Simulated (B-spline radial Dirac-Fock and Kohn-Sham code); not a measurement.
X-ray form factors of lead in several charge states

Model: configuration-average Dirac-Fock orbitals. Program: an atomic code on a B-spline grid.

Configurations: Pb⁵⁶⁺ [Ar] 3d8; Pb⁵⁹⁺ [Ar] 3d5; Pb⁶⁰⁺ [Ar] 3d4; Pb⁶⁵⁺ [Ne] 3s2 3p5; Pb⁶⁶⁺ [Ne] 3s2 3p4; Pb⁶⁸⁺ [Ne] 3s2 3p2. The first column is f₀ of Pb⁵⁶⁺, the others are differences from it.

| s (Å⁻¹) | Pb⁵⁶⁺ | Δ Pb⁵⁹⁺ | Δ Pb⁶⁰⁺ | Δ Pb⁶⁵⁺ | Δ Pb⁶⁶⁺ | Δ Pb⁶⁸⁺ |
| --- | --- | --- | --- | --- | --- | --- |
| 0 | 26.000 | -3.000 | -4.000 | -9.000 | -10.000 | -12.000 |
| 0.05 | 25.990 | -2.998 | -3.998 | -8.995 | -9.994 | -11.993 |
| 0.1 | 25.962 | -2.993 | -3.991 | -8.980 | -9.978 | -11.973 |
| 0.15 | 25.914 | -2.984 | -3.979 | -8.956 | -9.950 | -11.940 |
| 0.2 | 25.848 | -2.972 | -3.964 | -8.921 | -9.912 | -11.894 |
| 0.25 | 25.763 | -2.957 | -3.943 | -8.877 | -9.863 | -11.834 |
| 0.3 | 25.660 | -2.938 | -3.918 | -8.824 | -9.803 | -11.762 |
| 0.35 | 25.538 | -2.916 | -3.889 | -8.761 | -9.733 | -11.677 |
| 0.4 | 25.399 | -2.891 | -3.856 | -8.689 | -9.652 | -11.580 |
| 0.45 | 25.242 | -2.862 | -3.819 | -8.608 | -9.562 | -11.471 |
| 0.5 | 25.069 | -2.831 | -3.778 | -8.519 | -9.462 | -11.351 |
| 0.6 | 24.674 | -2.760 | -3.684 | -8.316 | -9.235 | -11.076 |
| 0.7 | 24.218 | -2.678 | -3.576 | -8.082 | -8.973 | -10.760 |
| 0.8 | 23.707 | -2.587 | -3.456 | -7.820 | -8.680 | -10.406 |
| 0.9 | 23.145 | -2.487 | -3.324 | -7.533 | -8.359 | -10.019 |
| 1 | 22.540 | -2.380 | -3.183 | -7.225 | -8.015 | -9.603 |
| 1.1 | 21.896 | -2.267 | -3.034 | -6.900 | -7.650 | -9.162 |
| 1.2 | 21.221 | -2.150 | -2.879 | -6.560 | -7.270 | -8.702 |
| 1.4 | 19.802 | -1.906 | -2.557 | -5.851 | -6.476 | -7.743 |
| 1.6 | 18.334 | -1.659 | -2.230 | -5.126 | -5.665 | -6.762 |

Values without a named source are computed, but for edge energies of neutral atoms, which are taken from tables.
